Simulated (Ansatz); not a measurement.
The same molecule with X = O, S, Se. Ansatz, PBE0-D4/def2-TZVP geometries, multiplicity 1. Each molecule was computed in one conformer, which needn't be the lowest.

Scalar relativity is left out up to krypton.

| X | molecule | mean X–B bond length / Å | mean X–C bond length / Å | HOMO–LUMO gap (PBE0/def2-TZVPP) / eV | HOMO energy (PBE/def2-TZVPP) / eV | LUMO energy (B3LYP/def2-TZVPP) / eV |
| --- | --- | --- | --- | --- | --- | --- |
| O | `COB(Cl)Cl` | 1.331 | 1.417 | 8.68 | -7.45 | -0.42 |
| S | `CSB(Cl)Cl` | 1.776 | 1.807 | 6.63 | -6.57 | -1.28 |

(1) Give the row for X = Se, `C[Se]B(Cl)Cl`. (Estimate.)

## Answers

(1) Computed: 
```csv
X,molecule,mean X–B bond length / Å,mean X–C bond length / Å,HOMO–LUMO gap (PBE0/def2-TZVPP) / eV,HOMO energy (PBE/def2-TZVPP) / eV,LUMO energy (B3LYP/def2-TZVPP) / eV
Se,`C[Se]B(Cl)Cl`,1.916,1.948,6.09,-6.22,-1.39
```

From O to Se the mean X–B bond length rises at each step, by 0.585 Å in all; the mean X–C bond length rises at each step, by 0.531 Å in all; the HOMO–LUMO gap (PBE0/def2-TZVPP) falls at each step, by 2.59 eV in all; the HOMO energy (PBE/def2-TZVPP) rises at each step, by 1.23 eV in all; the LUMO energy (B3LYP/def2-TZVPP) falls at each step, by 0.97 eV in all. Bonds lengthen as the atom grows down the group.

B3LYP here is the variant with VWN-RPA as its local correlation; programs differ in this.

Spin–orbit coupling is left out; it splits and shifts lone-pair levels of the heavy atoms by tenths of an eV.
